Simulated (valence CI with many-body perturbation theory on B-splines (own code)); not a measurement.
Results of a calculation; reference values are marked as such.
**Ladder of approximations for Nd XLV**

Method: relativistic CI+MBPT: six valence electrons over a frozen Dirac-Fock core [Ne], a basis of 9 s, 9 p, 8 d, 6 f, 3 g, 1 h functions for each j, with the one-electron correlation potential Σ1, the two-electron term Σ2, the three-electron term Σ3, Breit, model QED; selected CI, second order for the rest, scaled by the run's own slope (own B-spline code, finite nucleus).

The last digits are not significant, and no measured levels were compared; by estimate large intervals hold to a few tenths of a per cent, small ones and those within an open d or f shell to about a per cent. Among the levels kept, up to 1100 cm⁻¹ of a level comes from second order outside the variational space, and about a tenth of that is noise between levels of different J, which matters for small intervals.

Each rung adds one term. CI alone is the Dirac-Coulomb CI over the frozen core; QED comes last and gives the full result, which names the levels. Energies are above (3s^2 3p1/2^2 3p3/2^2) J=2 on the same rung, in eV.

Levels are named by their leading jj configuration (3d3/2^4 stands for four electrons in 3d with j = 3/2), which in mixed levels can hold well under half, so a name can repeat and another be missing. Letters in brackets count levels of one name in rising energy.

| Level | CI alone | + Σ1 | + Σ2 | + Σ3 | + Breit | Full |
| --- | --- | --- | --- | --- | --- | --- |
| (3s^2 3p1/2^2 3p3/2^2) J=0 | 14.69 | 14.69 | 14.65 | 14.60 | 14.82 | 14.81 |
| (3s^2 3p1/2 3p3/2^3) J=1 | 127.23 | 127.33 | 127.45 | 127.46 | 125.90 | 126.10 |
| (3s^2 3p1/2 3p3/2^3) J=2 | 135.25 | 135.35 | 135.43 | 135.41 | 133.63 | 133.83 |
| (3s^2 3p1/2^2 3p3/2 3d3/2) J=2 | 179.94 | 179.74 | 179.39 | 179.24 | 178.73 | 178.43 |
| (3s^2 3p1/2^2 3p3/2 3d3/2) J=1 | 185.15 | 184.94 | 184.61 | 184.44 | 183.99 | 183.66 |
| (3s^2 3p1/2^2 3p3/2 3d3/2) J=0 | 185.85 | 185.65 | 185.35 | 185.18 | 184.96 | 184.65 |
| (3s^2 3p1/2^2 3p3/2 3d3/2) J=3 | 186.60 | 186.40 | 186.07 | 185.88 | 185.08 | 184.79 |
| (3s^2 3p1/2^2 3p3/2 3d5/2) J=4 | 214.06 | 213.95 | 213.63 | 213.44 | 211.69 | 211.48 |
| (3s^2 3p1/2^2 3p3/2 3d5/2) J=2 | 214.71 | 214.60 | 214.27 | 214.14 | 212.72 | 212.37 |
| (3s^2 3p1/2^2 3p3/2 3d5/2) J=3 | 233.24 | 233.12 | 232.54 | 232.22 | 230.63 | 230.42 |
| (3s^2 3p1/2^2 3p3/2 3d5/2) J=1 | 240.07 | 239.96 | 239.49 | 239.17 | 237.88 | 237.62 |
| (3s 3p1/2^2 3p3/2^3) J=2 | 264.03 | 263.92 | 263.69 | 263.76 | 263.27 | 261.84 |
| (3s^2 3p3/2^4) J=0 | 268.10 | 268.31 | 268.51 | 268.47 | 265.27 | 265.65 |
| (3s 3p1/2^2 3p3/2^3) J=1 | 279.53 | 279.42 | 279.14 | 279.19 | 278.55 | 277.34 |
| (3s^2 3p1/2 3p3/2^2 3d3/2) J=2 [a] | 300.72 | 300.61 | 300.40 | 300.29 | 298.00 | 297.91 |
| (3s^2 3p1/2 3p3/2^2 3d3/2) J=0 | 301.14 | 301.04 | 300.87 | 300.76 | 298.59 | 298.46 |
| (3s^2 3p1/2 3p3/2^2 3d3/2) J=1 [a] | 301.82 | 301.72 | 301.47 | 301.36 | 299.33 | 299.11 |
| (3s^2 3p1/2 3p3/2^2 3d3/2) J=3 [a] | 307.00 | 306.91 | 306.69 | 306.55 | 303.91 | 303.82 |
| (3s^2 3p1/2 3p3/2^2 3d3/2) J=4 | 314.72 | 314.62 | 314.41 | 314.22 | 311.32 | 311.23 |
| (3s^2 3p1/2 3p3/2^2 3d3/2) J=2 [b] | 323.38 | 323.28 | 322.98 | 322.77 | 320.45 | 320.33 |
| (3s^2 3p1/2 3p3/2^2 3d5/2) J=3 [a] | 330.28 | 330.27 | 330.02 | 329.88 | 326.71 | 326.70 |
| (3s^2 3p1/2 3p3/2^2 3d5/2) J=4 [a] | 332.17 | 332.17 | 331.99 | 331.84 | 328.54 | 328.53 |
| (3s^2 3p1/2 3p3/2^2 3d3/2) J=3 [b] | 337.34 | 337.25 | 336.62 | 336.27 | 333.73 | 333.64 |
| (3s^2 3p1/2 3p3/2^2 3d5/2) J=1 [a] | 339.18 | 339.15 | 338.78 | 338.59 | 335.75 | 335.61 |
| (3s^2 3p1/2 3p3/2^2 3d3/2) J=2 [c] | 339.84 | 339.74 | 338.95 | 338.62 | 336.50 | 336.24 |
| (3s^2 3p1/2 3p3/2^2 3d5/2) J=4 [b] | 341.86 | 341.86 | 341.65 | 341.47 | 337.80 | 337.79 |
| (3s^2 3p1/2 3p3/2^2 3d5/2) J=0 | 341.31 | 341.30 | 341.16 | 341.05 | 338.07 | 337.88 |
| (3s^2 3p1/2 3p3/2^2 3d3/2) J=1 [b] | 343.33 | 343.26 | 342.63 | 342.39 | 340.11 | 339.84 |
| (3s^2 3p1/2 3p3/2^2 3d5/2) J=5 | 344.88 | 344.88 | 344.71 | 344.50 | 340.60 | 340.58 |
| (3s^2 3p1/2 3p3/2^2 3d3/2) J=1 [c] | 353.55 | 353.45 | 352.58 | 352.20 | 350.25 | 349.94 |
| (3s^2 3p1/2 3p3/2^2 3d5/2) J=2 [a] | 357.56 | 357.56 | 357.31 | 357.04 | 354.12 | 354.11 |

Task: How does the ionisation energy move along the ladder, and which term matters most?

Result: CI alone 3571.4, + Σ1 3572.3, + Σ2 3572.4, + Σ3 3571.8, + Breit 3569.2, + QED 3569.1 eV. The largest step is Breit, -2.5 eV. NIST lists 3567 ± 4 eV (theoretical).
